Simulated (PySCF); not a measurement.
## MBi for M along group 12

PBE0 with double-zeta basis sets in PySCF, for the lowest determinant that a PBE0 search found; no spin–orbit coupling. De refers to high-spin ground-configuration atoms. A positive dipole means M(−)Bi(+).

```csv
M,basis,state (unpaired electrons),Re (Å),ωe (cm⁻¹),De (eV),μ (D)
Zn,def2-SVP,"quartet (σ ↑, π ↑↑)",2.895,104,0.32,-0.70
Cd,def2-SVP,"quartet (σ ↑, π ↑↑)",3.130,68.9,0.20,-0.17
Hg,def2-SVP,"quartet (σ ↑, π ↑↑)",3.566,25.4,0.05,0.11
```

The shortest bond is that of ZnBi (2.895 Å), the longest that of HgBi (3.566 Å). ZnBi is bound most strongly (0.32 eV) and HgBi least (0.05 eV).

Down a group the atoms grow and get heavier, so bonds lengthen and wavenumbers fall; this series shows no clear exception.

Weak bonds: CdBi, HgBi, ZnBi. Basis-set superposition, not corrected here, can be much of De in a small basis, most of all at correlated wavefunction levels. Functionals without a dispersion term scatter widely for such bonds, and LDA overbinds them. These are scalar-relativistic numbers at best; spin–orbit coupling would shift them, the dissociation energy most. States were picked by a PBE0 search and need not be the measured ground states.
